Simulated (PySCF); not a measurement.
## Excitation energy of Se by level of theory

Se [Ar] 3d10 4s2 4p4 (3P) → Se [Ar] 3d10 4s2 4p3 5s1, s spin flipped, as a difference of total energies. All numbers are calculated (PySCF 2.14, a scalar-relativistic core potential, in aug-cc-pVTZ-PP with one added diffuse shell each of s, d, f type with ECP10MDF (7s5p5d3f, 68 functions)). Correlated levels: valence: 3s2 3p6 3d10 frozen. The calculations carry no spin-orbit coupling.

| method | excitation energy (eV) |
| --- | --- |
| UHF | 5.347 |
| LDA | 6.133 |
| PBE | 6.036 |
| PBE0 | 6.079 |
| r2SCAN | 6.106 |
| CAM-B3LYP | 6.183 |
| BP86 | 6.097 |
| r2SCANh | 6.100 |
| B2PLYP | 6.034 |
| MP2 (valence) | 5.830 |
| SCS-MP2 (valence) | 5.892 |

Q: How much does correlation contribute at MP2 (valence)?

A: 5.830 − (5.347) = 0.483 eV, measured against UHF.

The upper determinant mixes two multiplicities, so it lies between the two terms.

The promoted electron is Rydberg-like, and one or two diffuse shells describe it only roughly, which tends to raise the upper state.
